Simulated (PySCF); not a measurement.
C5H8O2.
Atom-mapped SMILES: `[CH2:1]1[O:2][CH2:3][C:4]12[CH2:5][O:6][CH2:7]2` (hydrogens: H8, H9 on C1; H10, H11 on C3; H12, H13 on C5; H14, H15 on C7)

Computed with PySCF at PBE0/pcSseg-1 and PBE0/def2-SVPD, non-relativistic, on one gas-phase PBE0-D3(BJ)/def2-SVP geometry that isn't relaxed in the solvent. The solvent is an IEF-PCM continuum (cavity from Bondi-type radii × 1.2). Specific hydrogen bonds and non-electrostatic terms are outside this model.

Gas phase at PBE0/pcSseg-1: HOMO -7.40 eV, LUMO 1.08 eV, dipole 0.00 D.

Q: What does the continuum do to the energy, the frontier levels and the dipole at PBE0/pcSseg-1 in chloroform?

A: 
```
   solvent      ε  E(solvent) − E(gas) (kcal/mol)  polarisation term (kcal/mol)  distortion of the solute (kcal/mol)  HOMO (eV)  LUMO (eV)  dipole (D)
chloroform  4.711                           -4.61                         -5.07                                 0.46      -7.30       1.39        0.00
```

The first energy column is the sum of the next two and covers electrostatics alone. Charge and dipole vanish, so a point-dipole model would give no lowering at all.

Q: Which Hirshfeld charges (PBE0/pcSseg-1) respond most in chloroform (means over atoms taken as equivalent)?

A: 
```
      atoms                    environment  gas (e)  solvent (e)  change
      O2/O6            cyclic ether oxygen   -0.176       -0.196  -0.020
    H8 (×8)             methylene hydrogen   +0.041       +0.045  +0.004
         C4  sp3 carbon at a ring junction   +0.001       +0.005  +0.004
C1/C3/C5/C7     sp3 carbon bound to oxygen   +0.006       +0.006   0.000
```

Gas phase at PBE0/def2-SVPD: HOMO -7.52 eV, LUMO 0.52 eV, dipole 0.00 D.

Q: What does the continuum do to the energy, the frontier levels and the dipole at PBE0/def2-SVPD in chloroform?

A: 
```
   solvent      ε  E(solvent) − E(gas) (kcal/mol)  polarisation term (kcal/mol)  distortion of the solute (kcal/mol)  HOMO (eV)  LUMO (eV)  dipole (D)
chloroform  4.711                           -4.48                         -5.03                                 0.55      -7.42       0.69        0.01
```

The atom shares or the degeneracy of the LUMO differ from the gas phase in chloroform, so that column needn't follow one orbital.

Q: How does the static polarisability (PBE0/def2-SVPD, frozen core, with the continuum's full static response) change?

A: 
| medium | isotropic (au) | principal values (au) | ⟨r²⟩ of the electrons (bohr²) |
| --- | --- | --- | --- |
| gas | 62.7 | 62.3, 62.3, 63.6 | 701.4 |
| chloroform | 76.4 | 76.3, 76.5, 76.5 | 701.9 |

The isotropic value in chloroform is 1.22 times the gas-phase one; no cavity-field correction is applied. ⟨r²⟩ is taken about the centre of nuclear charge.

On x86-64 server, one thread (shared host), this took 17 s of wall time. This is the whole shielding run at PBE0/pcSseg-1 in chloroform, SCF included.
